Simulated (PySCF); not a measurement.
## Electron correlation in Rb (rubidium, neutral)

[Kr] 5s1, 2S determinant. Calculation: PySCF 2.14, in x2c-TZVPPall with one added diffuse shell each of s, p, d, f type (9s7p7d3f1g, 95 functions); the spin-free X2C one-electron Hamiltonian (Gaussian nucleus). Frozen: [Ar] 3d10; 9 electrons correlated.

```json
{"level": "CCSD", "correlation energy (mhartree)": "-188.60"}
{"level": "(T)", "correlation energy (mhartree)": "-5.23"}
{"level": "CCSD(T)", "correlation energy (mhartree)": "-193.83"}
```

Diagnostics: T1 = 0.017, D1 = 0.0721, largest double amplitude 0.033.

Cost of the coupled-cluster step: roughly 16 core-seconds, for 9 correlated electrons.

This basis was not built for core-valence correlation, so the inner-shell part is incomplete.
